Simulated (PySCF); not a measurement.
Compound: C2H9GeNSi2.
Atom-mapped SMILES: `[N:1]#[C:2][CH2:3][SiH2:4][SiH2:5][GeH3:6]` (hydrogens: H7, H8 on C3; H9, H10 on Si4; H11, H12 on Si5; H13, H14, H15 on Ge6)

Geometry (PBE0-D3(BJ)/def2-SVP, Å), atoms numbered from 1 in this order:
```xyz
15
C2H9GeNSi2 angstrom
N      2.0154    2.2309   -0.4473
C      1.8483    1.3248    0.2551
C      1.5950    0.1619    1.0789
Si     0.9732   -1.3293    0.0427
Si    -0.7794   -0.6035   -1.3336
Ge    -2.2372    0.7191    0.0120
H      2.5107   -0.1246    1.6209
H      0.8308    0.4095    1.8344
H      0.4953   -2.3580    1.0175
H      2.1252   -1.8878   -0.7270
H     -1.5061   -1.7895   -1.8849
H     -0.2335    0.2090   -2.4623
H     -2.5523   -0.0421    1.3161
H     -3.5620    1.0220   -0.7087
H     -1.5406    2.0412    0.3788
```

Method used: core-valence-separated Tamm–Dancoff BHandHLYP/aug-pcX-1 (pcseg-1 on H, def2-SVPD on Ge, def2-SVPD on Si) in PySCF, non-relativistic, gas phase, PBE0-D3(BJ)/def2-SVP geometry. The energies are unshifted.

The lowest roots of each edge with f over 0.003 (five at most, numbered afresh; weaker and dark ones are left out), with transition dipoles (au) in the frame of the coordinates:

```csv
root,edge,E (eV),μx,μy,μz
1,C,284.13,-0.0924,0.0227,0.0052
2,C,284.23,0.0175,0.0524,0.0787
3,C,286.37,-0.0471,0.0179,0.0145
4,C,286.56,-0.0228,-0.0219,-0.0473
5,C,287.24,-0.0107,-0.0253,-0.0270
6,N,397.25,-0.0781,0.0195,0.0059
7,N,397.44,0.0158,0.0446,0.0637
```

Question: What are the oscillator strengths?

Answer: f = (2/3) ΔE |μ|², with ΔE in hartree (27.2114 eV):

| root | ΔE (Eh) | \|μ\|² (au) | f | core hole on |
| --- | --- | --- | --- | --- |
| 1 | 10.4415 | 0.009080 | 0.063 | C2 |
| 2 | 10.4453 | 0.009246 | 0.064 | C2 |
| 3 | 10.5239 | 0.002749 | 0.019 | C3 |
| 4 | 10.5307 | 0.003237 | 0.023 | C3 |
| 5 | 10.5558 | 0.001484 | 0.010 | C3 |
| 6 | 14.5985 | 0.006515 | 0.063 | N1 |
| 7 | 14.6057 | 0.006296 | 0.061 | N1 |

Question: Molecules are fixed in this frame and the field points along (1, 0, −1)/√2. What effective strengths 3 f cos²θ do the roots have (θ between field and μ)?

Answer: root 1 (C2): 0.099, root 2 (C2): 0.039, root 3 (C3): 0.040, root 4 (C3): 0.006, root 5 (C3): 0.003, root 6 (N1): 0.103, root 7 (N1): 0.034. Averaged over all orientations cos²θ is 1/3, which gives f back.

 The BHandHLYP/aug-pcX-1 (pcseg-1 on H, def2-SVPD on Ge, def2-SVPD on Si) calculation is non-relativistic and has no spin–orbit coupling, an omission that weighs most on germanium.

One conformer stands for the species.
